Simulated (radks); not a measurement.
Excited configurations of the nickel ion Ni3+: one electron is placed in a higher orbital outside [Ar] 3d6. The ground configuration is [Ar] 3d7. Method: non-relativistic Kohn-Sham, BLYP, spin-polarised, spherical densities, point nucleus; open shells are filled with parallel spins first; computed with a radial shooting solver on a logarithmic mesh with Libxc functionals. Excitation = E - E(ground); binding = E(ion) - E, where the ion is the core of charge +4; n* = 4/sqrt(2 binding) in atomic units, and the quantum defect is n - n*.

| outer orbital | excitation (eV) | binding (eV) | n* | quantum defect | eigenvalue (eV) | <r> (bohr) |
|---|---|---|---|---|---|---|
| 4s | 13.484 | 41.926 | 2.279 | 1.721 | -36.833 | 2.051 |
| 4f | 41.376 | 14.035 | 3.938 | 0.062 | -11.824 | 4.250 |
| 5s | 35.076 | 20.335 | 3.272 | 1.728 | -18.172 | 4.129 |
| 5p | 37.954 | 17.456 | 3.531 | 1.469 | -15.482 | 4.588 |
| 5f | 46.011 | 9.400 | 4.812 | 0.188 | -8.123 | 7.291 |
| 6p | 44.615 | 10.796 | 4.491 | 1.509 | -9.649 | 7.521 |
| 6d | 46.797 | 8.613 | 5.027 | 0.973 | -7.633 | 9.021 |

The Delta-SCF ionisation energy is 55.411 eV (NIST Atomic Spectra Database: 54.9 eV, semi-empirical). Self-interaction in the functional shifts the binding energies and quantum defects, so they are the method's values and not measured ones. Open shells are spherical and high-spin; term and fine-structure splittings are not resolved.
